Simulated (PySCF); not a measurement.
Species: C₄H₁₃N₂Si (doublet state).
Structure used (GFN2-xTB), in Å, numbered top down from 1:
```
atom  x, y, z in Å
C1    -1.928   -1.534    1.123
C2    -1.789   -0.174    0.561
C3    -0.744    0.137   -0.446
C4    -1.094    1.376   -1.272
N5     0.530    0.305    0.248
Si6    2.055   -0.039   -0.457
N7     3.159    0.232    0.842
H8    -1.805   -2.288    0.346
H9    -2.898   -1.662    1.601
H10   -1.159   -1.732    1.881
H11   -2.258    0.648    1.077
H12   -0.610   -0.718   -1.119
H13   -2.034    1.227   -1.797
H14   -1.190    2.244   -0.622
H15   -0.308    1.571   -1.997
H16    0.485    1.059    0.918
H17    2.543    0.845   -1.527
H18    1.935   -1.412   -0.971
H19    4.140    0.148    0.634
H20    2.965   -0.221    1.720
```

The hyperfine couplings belong to this conformer and change with its torsions.

The species is `C[CH][C@@H](C)N[SiH2]N` [radical].

Computed with UKS B3LYP, pcH-1 on C H N Si, non-relativistic, mean-field spin-orbit, GIAO in PySCF 2.14.0. Isolated species at its GFN2-xTB geometry (one conformer only). Couplings are sensitive to structure, and on GFN2-xTB geometries they can be far from those on DFT ones. The SCF solution wasn't tested for stability.

Question: The isotropic 13C couplings are +104.2, -31.2, -21.9, +6.5 MHz. Assign them to C1; C2; C3; C4.

Answer: 
| site | a_iso (MHz) | ρ(0) (bohr⁻³) | position | distance from C2 (Å) | spin population | largest \|T\| (MHz) |
| --- | --- | --- | --- | --- | --- | --- |
| C1 | -31.2 | -0.0278 | 1 bond from C2 | 1.48 | -0.08 | 2.6 |
| C2 | +104.2 | +0.0927 | largest spin population | 0.00 | +1.03 | 161.4 |
| C3 | -21.9 | -0.0195 | 1 bond from C2 | 1.48 | -0.06 | 2.3 |
| C4 | +6.5 | +0.0058 | 2 bonds from C2 | 2.50 | 0.00 | 2.9 |

Question: Match the computed a_iso(14N) values +34.3, +0.9 MHz with the sites N5; N7.

Answer: 
```
site  a_iso (MHz)  ρ(0) (bohr⁻³)         position  distance from C2 (Å)  spin population  largest |T| (MHz)
  N5        +34.3        +0.1060  2 bonds from C2                  2.39            +0.04                5.3
  N7         +0.9        +0.0026  4 bonds from C2                  4.97             0.00                0.2
```

ρ(0) is the spin density at the nucleus and T the dipolar tensor; a_iso includes a spin–orbit part; entries for several nuclei are means. The largest Mulliken spin populations are on C2 (+1.03), C1 (-0.08), H10 (+0.07) and C3 (-0.06). C2 is the only atom above +0.15. The positive populations add up to 1.19 and the negative ones to -0.19, together 2S = 1. The angles at C2 add up to 357.9°, so it is nearly planar; its axial dipolar tensor and the negative coupling of its proton fit spin in a p orbital normal to that plane.

Examples of negative spin density at the nucleus (bohr⁻³): C1 (-0.0278), C3 (-0.0195) and H11 (-0.0134).

Means are taken over nuclei equivalent by connectivity, which assumes that they swap fast. The three 1H nuclei of mean +75.2 MHz run from 31.3 to 153.0 MHz in the frozen geometry. The three 1H nuclei of mean +2.5 MHz run from -1.4 to 5.3 MHz in the frozen geometry.
